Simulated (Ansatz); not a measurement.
Reaction (ligand exchange at the Si–N bond): `FBN([SiH3])[SiH3]` + `COB(O)F` → `COB(F)O[SiH3]` + `FBN[SiH3]`

Gas-phase electronic energies from Ansatz, PBE0-D4/def2-TZVP geometries. CCSD(T)/CBS adds triple-zeta CCSD(T) − MP2 to the extrapolated MP2 energy (def2 sets, frozen cores). Functionals use def2-TZVPP. One conformer a species, not always the lowest.

```tsv
species	r2SCAN0 energy (Eh)
`FBN([SiH3])[SiH3]`	-762.69526
`COB(O)F`	-315.75906
`COB(F)O[SiH3]`	-606.46490
`FBN[SiH3]`	-472.00670
```

Question: Work out ΔE.

Answer: ΔE = (-606.46490) + (-472.00670) − (-762.69526) − (-315.75906) = -0.01728 Eh = -45.4 kJ/mol. CCSD(T)/CBS gives -42.7 kJ/mol.

Largest T1 diagnostic among the species: 0.012.

In def2-TZVPP, CCSD(T) changes the Hartree–Fock value by +19.1 kJ/mol (the triples alone add +2.9 kJ/mol) and MP2 by +20.6 kJ/mol. At CCSD(T), def2-SVP lies +5.3 kJ/mol from the extrapolated value and def2-TZVPP +0.5 kJ/mol.
